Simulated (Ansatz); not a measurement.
Cartesian coordinates in Å:
```
C 1.696 1.430 -1.598
B 0.625 0.343 -1.272
O -0.145 0.442 -0.163
Si -1.344 -0.522 0.456
C -0.843 -1.106 2.146
H 1.749 2.229 -0.856
H 1.492 1.873 -2.579
H 2.686 0.968 -1.692
H 0.461 -0.607 -2.002
H -1.577 -1.670 -0.462
H -2.575 0.306 0.528
H 0.059 -1.721 2.096
H -1.640 -1.706 2.591
H -0.645 -0.258 2.806
```

Total charge 0; spin multiplicity 1.

List the PBE/def2-TZVPP orbital energies in eV (Ansatz). (An estimate is asked.)

Computed: Occupied: -1779.95, -510.50, -268.68, -268.04, -177.30, -137.63, -94.41, -94.34, -94.33, -25.13, -17.48, -17.04, -13.91, -11.60, -10.63, -10.23, -10.02, -9.77, -9.44, -9.11, -8.86, -7.81, -7.57, -6.70. Lowest empty: -0.96, -0.07, 0.24, 0.78, 1.36, 1.56, 1.64, 1.85.
